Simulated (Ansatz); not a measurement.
C2H4 (SMILES C=C), charge 0, multiplicity 1, relaxed at each level with Ansatz (a program for electronic structure); harmonic frequencies from differences of analytic forces, average atomic masses, frozen cores.

```csv
mode,HF/def2-TZVPP (cm⁻¹),PBE/def2-TZVPP (cm⁻¹),PBE0/def2-TZVPP (cm⁻¹),wB97X-V/def2-TZVPP (cm⁻¹),MP2/cc-pVTZ (cm⁻¹),CCSD(T)/cc-pVTZ (cm⁻¹)
1,892,805,827,834,828,823
2,1085,935,980,992,959,942
3,1106,939,986,1008,983,[?]
4,1141,1034,1068,1071,1076,[?]
5,1344,1201,1239,1248,1246,1242
6,1475,1340,1380,1387,1384,1369
7,1590,1424,1467,1477,1485,[?]
8,1818,1642,1704,1720,1684,1671
9,3271,3061,3144,3147,3179,3139
10,3292,3075,3161,3167,3197,3157
11,3344,3135,3223,3227,3267,3219
12,3373,3164,3250,3252,3294,3246
```

Problem. Modes are in rising order at each level. What belongs in the gaps?

Solution. 
- 3, CCSD(T)/cc-pVTZ (cm⁻¹): 967
- 7, CCSD(T)/cc-pVTZ (cm⁻¹): 1479
- 4, CCSD(T)/cc-pVTZ (cm⁻¹): 1047

Doubts at one or more of the structures used: a restricted determinant that unrestricted orbitals would lower (CCSD(T)/cc-pVTZ).
